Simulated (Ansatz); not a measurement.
Consider the isomerisation: `[SiH3]C[SiH2][SeH]` → `C[SiH2][SiH2][SeH]`.

Computed with Ansatz on PBE0-D4/def2-TZVP structures; ΔE is electronic, products minus reactants. CCSD(T)/CBS is the MP2 limit (def2-TZVPP, def2-QZVPP) plus CCSD(T) − MP2 in def2-TZVPP, frozen cores. Functionals use def2-TZVPP. B3LYP here is the variant with VWN-RPA as its local correlation; programs differ in this. For Se outer-core shells are correlated without core-valence functions, which leaves a few kJ/mol of doubt a bond. Scalar relativity is left out up to krypton. Each species was taken in one conformer, which may not be the lowest.

`[SiH3]C[SiH2][SeH]`:

Cartesian coordinates in Å:
```
Si -0.001 1.667 0.405
C -0.274 -0.123 0.905
Si 0.508 -1.369 -0.242
Se 0.070 -0.929 -2.440
H -0.933 2.054 -0.684
H -0.238 2.561 1.571
H 1.398 1.865 -0.060
H 0.142 -0.285 1.906
H -1.350 -0.313 0.973
H 1.989 -1.289 -0.165
H 0.071 -2.748 0.099
H -1.381 -1.090 -2.268
```

`C[SiH2][SiH2][SeH]`:

```xyz
12

C    -1.203   -0.438    1.344
Si   -0.952    0.260   -0.376
Si    1.166   -0.314   -1.181
Se    2.752    0.475    0.276
H    -1.191   -1.530    1.323
H    -2.160   -0.115    1.759
H    -0.405   -0.103    2.009
H    -1.023    1.749   -0.354
H    -2.005   -0.230   -1.312
H     1.391   -1.785   -1.171
H     1.413    0.186   -2.561
H     2.217    1.843    0.244
```

```json
{"level": "PBE-D4", "ΔE (kJ/mol)": "-9.9", "difference from CCSD(T)/CBS": "-14.1"}
{"level": "r2SCAN-D4", "ΔE (kJ/mol)": "-2.4", "difference from CCSD(T)/CBS": "-6.6"}
{"level": "PBE0-D4", "ΔE (kJ/mol)": "-5.9", "difference from CCSD(T)/CBS": "-10.1"}
{"level": "B3LYP-D4", "ΔE (kJ/mol)": "-0.3", "difference from CCSD(T)/CBS": "-4.5"}
{"level": "ωB97X-V", "ΔE (kJ/mol)": "2.0", "difference from CCSD(T)/CBS": "-2.2"}
{"level": "ωB97M-V", "ΔE (kJ/mol)": "7.9", "difference from CCSD(T)/CBS": "3.7"}
{"level": "B2PLYP", "ΔE (kJ/mol)": "2.1", "difference from CCSD(T)/CBS": "-2.1"}
{"level": "PBE", "ΔE (kJ/mol)": "-11.7", "difference from CCSD(T)/CBS": "-15.9"}
{"level": "r2SCAN", "ΔE (kJ/mol)": "-2.7", "difference from CCSD(T)/CBS": "-6.9"}
{"level": "PBE0", "ΔE (kJ/mol)": "-7.3", "difference from CCSD(T)/CBS": "-11.5"}
{"level": "B3LYP", "ΔE (kJ/mol)": "-3.4", "difference from CCSD(T)/CBS": "-7.6"}
{"level": "HF/def2-TZVPP", "ΔE (kJ/mol)": "6.6", "difference from CCSD(T)/CBS": "2.4"}
{"level": "MP2/def2-TZVPP", "ΔE (kJ/mol)": "10.7", "difference from CCSD(T)/CBS": "6.5"}
{"level": "SCS-MP2/def2-TZVPP", "ΔE (kJ/mol)": "10.4", "difference from CCSD(T)/CBS": "6.2"}
{"level": "CCSD/def2-TZVPP", "ΔE (kJ/mol)": "4.9", "difference from CCSD(T)/CBS": "0.7"}
{"level": "CCSD(T)/def2-TZVPP", "ΔE (kJ/mol)": "4.5", "difference from CCSD(T)/CBS": "0.3"}
{"level": "HF/def2-QZVPP", "ΔE (kJ/mol)": "7.2", "difference from CCSD(T)/CBS": "3.0"}
{"level": "MP2/def2-QZVPP", "ΔE (kJ/mol)": "10.7", "difference from CCSD(T)/CBS": "6.5"}
{"level": "SCS-MP2/def2-QZVPP", "ΔE (kJ/mol)": "10.3", "difference from CCSD(T)/CBS": "6.1"}
{"level": "HF/CBS(def2)", "ΔE (kJ/mol)": "7.3", "difference from CCSD(T)/CBS": "3.1"}
{"level": "MP2/CBS(def2)", "ΔE (kJ/mol)": "10.4", "difference from CCSD(T)/CBS": "6.2"}
{"level": "CCSD/CBS(def2)", "ΔE (kJ/mol)": "4.6", "difference from CCSD(T)/CBS": "0.4"}
{"level": "CCSD(T)/CBS", "ΔE (kJ/mol)": "4.2", "difference from CCSD(T)/CBS": "0"}
```

Largest T1 diagnostic among the species: 0.010.

The D4 term adds +3.1 kJ/mol with B3LYP and +1.5 kJ/mol with PBE0; it sums over pairs of atoms, weighted by their polarisabilities, and B3LYP, whose exchange is more repulsive, gets the larger term. From PBE to PBE0 (25 % exact exchange), in def2-TZVPP and without D4, ΔE moves by +4.4 kJ/mol.
